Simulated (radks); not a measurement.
Problem. The mean radii <r> (bohr) of the occupied orbitals of an atom or ion are listed with their occupations. Calculated with a radial shooting solver on a logarithmic mesh with Libxc functionals: Dirac Kohn-Sham, BLYP, spin-unpolarised, spherical densities, finite nucleus; Fermi nuclear charge, rms radius of each element as measured or else 0.836 A^(1/3) + 0.57 fm.

| orbital | occ. | <r> |
|---|---|---|
| 1s1/2 | 2 | 0.02180 |
| 2s1/2 | 1 | 0.08786 |

Name the element and its charge. Open shells, if any, fill j = l - 1/2 first.

Solution. Z = 64, gadolinium, charge +61: Gd61+ in [He] 2s1. The 1s radius gives Z: for a bare nucleus <r> = (2 gamma + 1)/(2Z) with gamma = sqrt(1 - (Z/c)^2), 0.02163 bohr for Z = 64, and screening makes it slightly larger (0.02180 here). The occupations add up to 3, and the charge is Z minus that.
